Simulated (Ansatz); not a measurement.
A further run on `Cc1cc(-c2sc(-c3sc(S)cc3C)cc2C)sc1S`.

```yaml
crystal:
  periodic: [false, false, false]
  atoms:
    - {symbol: C, position_ang: [5.206010, 2.282675, -0.768482]}
    - {symbol: C, position_ang: [4.357039, 1.129587, -0.334370]}
    - {symbol: C, position_ang: [2.937760, 1.158668, -0.319404]}
    - {symbol: C, position_ang: [2.334306, -0.017034, 0.114672]}
    - {symbol: C, position_ang: [0.921511, -0.285795, 0.221233]}
    - {symbol: S, position_ang: [-0.203597, 0.930597, -0.335694]}
    - {symbol: C, position_ang: [-1.587090, -0.031032, 0.110841]}
    - {symbol: C, position_ang: [-2.924808, 0.469603, -0.095997]}
    - {symbol: S, position_ang: [-3.223420, 2.191636, -0.112312]}
    - {symbol: C, position_ang: [-4.930085, 1.958411, -0.349246]}
    - {symbol: S, position_ang: [-6.035272, 3.299912, -0.608378]}
    - {symbol: C, position_ang: [-5.232897, 0.614078, -0.430173]}
    - {symbol: C, position_ang: [-4.108136, -0.246247, -0.293861]}
    - {symbol: C, position_ang: [-4.204790, -1.739842, -0.369517]}
    - {symbol: C, position_ang: [-1.168860, -1.242522, 0.644346]}
    - {symbol: C, position_ang: [0.238856, -1.403111, 0.712840]}
    - {symbol: C, position_ang: [0.889553, -2.633212, 1.268685]}
    - {symbol: S, position_ang: [3.560078, -1.191163, 0.523225]}
    - {symbol: C, position_ang: [4.846675, -0.100006, 0.090648]}
    - {symbol: S, position_ang: [6.520184, -0.581378, 0.334192]}
    - {symbol: H, position_ang: [5.036224, 2.514813, -1.833626]}
    - {symbol: H, position_ang: [4.958992, 3.190711, -0.194608]}
    - {symbol: H, position_ang: [6.272601, 2.057831, -0.628660]}
    - {symbol: H, position_ang: [2.358713, 2.035566, -0.621526]}
    - {symbol: H, position_ang: [-5.913497, 3.871073, 0.615655]}
    - {symbol: H, position_ang: [-6.252562, 0.256114, -0.589318]}
    - {symbol: H, position_ang: [-4.256967, -2.200218, 0.632409]}
    - {symbol: H, position_ang: [-3.332768, -2.173135, -0.883393]}
    - {symbol: H, position_ang: [-5.112088, -2.040623, -0.913140]}
    - {symbol: H, position_ang: [-1.863629, -1.992582, 1.024265]}
    - {symbol: H, position_ang: [1.566800, -2.396924, 2.106090]}
    - {symbol: H, position_ang: [0.129300, -3.337020, 1.636446]}
    - {symbol: H, position_ang: [1.492563, -3.156480, 0.507493]}
    - {symbol: H, position_ang: [6.723311, -1.192926, -0.861315]}
basis:
  gaussian: {orbitals: def2-mTZVP, fitting: {mean_field: def2-universal-jkfit}}
hamiltonian: {xc: {name: B97}}
output: {forces: true}
```

```sh
$ ansatz run in.yaml --threads 2 --pin off --events-out ev --progress --plain --max-ram 32768MiB --backend cuda --devices 0, --max-vram 18GiB
```

Shortened log:

```
Functional definition: B97
2017 factors; integrals over basis functions are off by at most 5.6e-1 eV
mean field evaluation 1: about -69911.1223 eV, gradient 1.3e2 eV
mean field evaluation 2: about -69783.0950 eV, gradient 2.4e2 eV
mean field evaluation 4: about -69948.4209 eV, gradient 3.7e1 eV
mean field evaluation 8: about -69951.9347 eV, gradient 5.6e-1 eV
mean field evaluation 16: about -69951.9290 eV, gradient 1.3e-3 eV
mean field -69951.92898819 eV, -2570.6859751955 hartree, gradient 4.3e-5 eV, S^2 0.000000; 0 other end points of the search recorded, 0 dependent functions left out
reference -69951.92903939 eV, -2570.6859770769 hartree; 92, 92 occupied and 345, 345 virtual orbitals, 2017 factors
Total energy: -69951.92903939 eV, -2570.6859770769 hartree
Atom 0 at     5.206010     2.282675    -0.768482 Å, force     0.174204     0.293389    -0.121608 eV/Å
Atom 1 at     4.357039     1.129587    -0.334370 Å, force     0.069078    -0.443554     0.148975 eV/Å
Atom 2 at     2.937760     1.158668    -0.319404 Å, force    -0.273058    -0.088411     0.053326 eV/Å
Atom 3 at     2.334306    -0.017034     0.114672 Å, force     0.029890     0.464746    -0.179576 eV/Å
Atom 4 at     0.921511    -0.285795     0.221233 Å, force    -0.072796    -0.448162     0.218211 eV/Å
Atom 5 at    -0.203597     0.930597    -0.335694 Å, force     0.036975     0.292202    -0.176019 eV/Å
Atom 6 at    -1.587090    -0.031032     0.110841 Å, force    -0.071291    -0.500198     0.204464 eV/Å
Atom 7 at    -2.924808     0.469603    -0.095997 Å, force    -0.346580    -0.460116    -0.024317 eV/Å
Atom 8 at    -3.223420     2.191636    -0.112312 Å, force     0.159079     0.315381     0.026593 eV/Å
Atom 9 at    -4.930085     1.958411    -0.349246 Å, force    -0.120917    -0.652978    -0.011922 eV/Å
Atom 10 at    -6.035272     3.299912    -0.608378 Å, force    -0.255037     0.253899    -0.124196 eV/Å
Atom 11 at    -5.232897     0.614078    -0.430173 Å, force    -0.146952     0.313114    -0.015266 eV/Å
Atom 12 at    -4.108136    -0.246247    -0.293861 Å, force     0.332521     0.281500     0.043739 eV/Å
Atom 13 at    -4.204790    -1.739842    -0.369517 Å, force    -0.055030    -0.359195    -0.029001 eV/Å
Atom 14 at    -1.168860    -1.242522     0.644346 Å, force    -0.246142     0.165267    -0.007050 eV/Å
Atom 15 at     0.238856    -1.403111     0.712840 Å, force     0.145480     0.391090    -0.181890 eV/Å
Atom 16 at     0.889553    -2.633212     1.268685 Å, force     0.137374    -0.316457     0.138466 eV/Å
Atom 17 at     3.560078    -1.191163     0.523225 Å, force     0.059009    -0.311394     0.106544 eV/Å
Atom 18 at     4.846675    -0.100006     0.090648 Å, force    -0.263693     0.608562    -0.215687 eV/Å
Atom 19 at     6.520184    -0.581378     0.334192 Å, force     0.369581    -0.082845     0.115287 eV/Å
Atom 20 at     5.036224     2.514813    -1.833626 Å, force     0.062735    -0.045250     0.240225 eV/Å
Atom 21 at     4.958992     3.190711    -0.194608 Å, force     0.085106    -0.194325    -0.125405 eV/Å
Atom 22 at     6.272601     2.057831    -0.628660 Å, force    -0.263569     0.103782    -0.047641 eV/Å
Atom 23 at     2.358713     2.035566    -0.621526 Å, force     0.189922    -0.221547     0.075184 eV/Å
Atom 24 at    -5.913497     3.871073     0.615655 Å, force    -0.030204     0.040695     0.078203 eV/Å
Atom 25 at    -6.252562     0.256114    -0.589318 Å, force     0.269003     0.084793     0.048269 eV/Å
Atom 26 at    -4.256967    -2.200218     0.632409 Å, force    -0.002948     0.091444    -0.215027 eV/Å
Atom 27 at    -3.332768    -2.173135    -0.883393 Å, force    -0.229058     0.080388     0.097826 eV/Å
Atom 28 at    -5.112088    -2.040623    -0.913140 Å, force     0.195041     0.044406     0.106148 eV/Å
Atom 29 at    -1.863629    -1.992582     1.024265 Å, force     0.208430     0.207042    -0.099331 eV/Å
Atom 30 at     1.566800    -2.396924     2.106090 Å, force    -0.186144    -0.082836    -0.165499 eV/Å
Atom 31 at     0.129300    -3.337020     1.636446 Å, force     0.177186     0.138829    -0.071474 eV/Å
Atom 32 at     1.492563    -3.156480     0.507493 Å, force    -0.165148     0.083278     0.180869 eV/Å
Atom 33 at     6.723311    -1.192926    -0.861315 Å, force     0.027954    -0.046541    -0.071422 eV/Å
Dipole moment:    -0.136996    -0.280866     0.001034 e Å
```

Run time 7.5 s (2 threads of AMD EPYC 7R13 on a shared host and a share (18 GiB) of an NVIDIA H100 80GB HBM3), peak host memory 1.1 GiB.
